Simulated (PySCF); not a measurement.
Q: Give a PBE0-D3(BJ)/def2-SVP geometry of Mo(SH)F5 (`[F][Mo]([F])([F])([F])([F])[SH]`). (Singlet state.)

A: 
```
atom  x, y, z in Å
Mo1    0.2146    0.0196   -0.4073
S2     0.1394   -0.1977    1.9280
H3    -1.2022   -0.1612    2.0845
F4    -0.2033    0.2042   -2.1912
F5     2.0012   -0.0837   -0.0701
F6    -1.6033    0.0657   -0.1533
F7     0.4712    1.8288   -0.4670
F8     0.3207   -1.7614   -0.8073
```

Orientation and origin are arbitrary. Atoms count from 1 in this order. Mo1 (molybdenum bonded to 5 F and S) has the three widest angles are 165.0°, 161.6° and 161.3°, the others run from 80.4° to 114.1°. The 5 F–Mo bonds span 1.821 Å (Mo1–F5) to 1.842 Å (Mo1–F4), a spread of 0.021 Å.

Bonds between heavy atoms (Å): Mo1–S2 2.347, Mo1–F4 1.842, Mo1–F5 1.821, Mo1–F6 1.836, Mo1–F7 1.828, Mo1–F8 1.828.

Computed with PBE0-D3(BJ)/def2-SVP geometry optimisation, gas phase, def2 core potentials past Kr (PySCF).

Point group: Cs (every atom within 0.08 Å of its image). Not checked by PBE0-D3(BJ)/def2-SVP frequencies.

Time: 3.0 min wall; peak memory 0.52 GiB. Hardware: Intel Xeon 6975P-C, one thread, no GPU, shared host with 192 logical CPUs at a one-minute load of 81. These figures are those of the optimisation.
